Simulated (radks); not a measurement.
Results of a calculation; reference values are marked as such.
Effect of the nuclear size on the erbium ion Er9+, [Kr] 4d10 4f10 5s2 5p1. Code: a radial shooting solver on a logarithmic mesh with Libxc functionals. Model: Dirac Kohn-Sham, relativistic LDA (MacDonald-Vosko exchange, VWN5 correlation), spin-unpolarised, spherical densities, finite nucleus; open shells are shared between the two j in proportion to 2j + 1; Fermi nuclear charge, rms radius 5.2516 fm. The rms radius is varied about that value; shifts are against it.

rms radius (fm),total energy shift (eV),density at nucleus (e/bohr^3),1s1/2 shift (meV),2s1/2 shift (meV),4p1/2 shift (meV),5s1/2 shift (meV),5p1/2 shift (meV),4f7/2 shift (meV),6s1/2 (empty) shift (meV)
4.2853,-10.7,9.133e+05,-4350,-581,0.643,-6.01,0.353,1.02,-2.02
4.8157,-5.02,8.829e+05,-2040,-273,0.301,-2.82,0.165,0.478,-0.948
5.2516,0,8.611e+05,0.000,0.000,0.000,0.000,0.000,0.000,0.000
5.5404,3.49,8.479e+05,1420,190,-0.209,1.96,-0.115,-0.333,0.660
6.3807,14.4,8.139e+05,5860,782,-0.859,8.09,-0.474,-1.37,2.72

Slopes of the eigenvalues against <r^2> in GHz/fm^2, as finite differences over the two radii next to the reference (eigenvalue slopes, not the field-shift constants of lines): 1s1/2 112000, 2s1/2 14900, 4p1/2 -16.4, 5s1/2 154, 5p1/2 -9.04, 4f7/2 -26.1, 6s1/2 (empty) 51.8.
